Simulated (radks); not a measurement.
The numbers below are computed, except where a source is named.
Question: The gold ion Au2+, configuration [Xe] 4f14 5d9. Code: a radial shooting solver on a logarithmic mesh with Libxc functionals. Model: Dirac Kohn-Sham, OLYP, spin-unpolarised, spherical densities, point nucleus; open shells are shared between the two j in proportion to 2j + 1. Some entries of the table are withheld. Estimate them.

orbital  occ.  eigenvalue (eV)  <r> (bohr)
1s1/2       2        -80671.38     0.01686
2s1/2       2        -14247.01     0.07044
2p1/2       2        -13661.54         (1)
2p3/2       4        -11826.07         (2)
3s1/2       2        -3380.065      0.1832
3p1/2       2        -3117.362         (3)
3p3/2       4        -2712.150         (4)
3d3/2       4        -2277.369      0.1647
3d5/2       6        -2190.179      0.1695
4s1/2       2        -750.7751      0.4067
4p1/2       2        -638.8051         (5)
4p3/2       4        -541.4890         (6)
4d3/2       4        -358.5927      0.4515
4d5/2       6        -340.4440      0.4627
5s1/2       2        -129.9577      0.9263
4f5/2       6        -105.5491      0.4941
4f7/2       8        -101.7144      0.5010
5p1/2       2         -93.6009       1.000
5p3/2       4         -76.9625       1.097
5d3/2     3.6         -28.3945       1.458
5d5/2     5.4         -26.6611       1.511
6s1/2       0         -22.4986       2.471
6p1/2       0         -15.7658       3.011
6p3/2       0         -14.3355       3.285

Answer: 
(1) 2p1/2 <r> (bohr): 0.05798
(2) 2p3/2 <r> (bohr): 0.06653
(3) 3p1/2 <r> (bohr): 0.1735
(4) 3p3/2 <r> (bohr): 0.1892
(5) 4p1/2 <r> (bohr): 0.4092
(6) 4p3/2 <r> (bohr): 0.4432
